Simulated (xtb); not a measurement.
C7H7O (SMILES Cc1ccc([O])cc1), doublet, geometry from GFN2-xTB. Base run: GFN0-xTB in xtb.

Here is a job for xtb.
```
$ xtb mol.xyz --gfn 0 --uhf 1 --json

# file mol.xyz
15

C     -2.77485450    -0.31397233    -0.09795376
C     -1.29792260    -0.13873099    -0.03622907
C     -0.45540720    -1.26271643     0.02356923
C      0.90039985    -1.13281791     0.06596932
C      1.53805169     0.17123047     0.05117137
O      2.76698655     0.30614444     0.08995023
C      0.63546333     1.30580553    -0.01312065
C     -0.71777593     1.13931539    -0.05441069
H     -3.10307357    -1.07229238     0.61135704
H     -3.06467633    -0.65514815    -1.09371576
H     -3.29368044     0.61901725     0.10676058
H     -0.90589933    -2.24607811     0.03647089
H      1.54792454    -1.99548828     0.11300103
H      1.08227016     2.28858041    -0.02585172
H     -1.36648507     2.00357152    -0.10159847
```

Variants of this job, named by their change:

```json
[
 {"change": "base", "ΔE vs base (kJ/mol)": "0.00"},
 {"change": "acc = 0.0001", "ΔE vs base (kJ/mol)": "0.00"},
 {"change": "etemp = 5000", "ΔE vs base (kJ/mol)": "-41.0"}
]
```
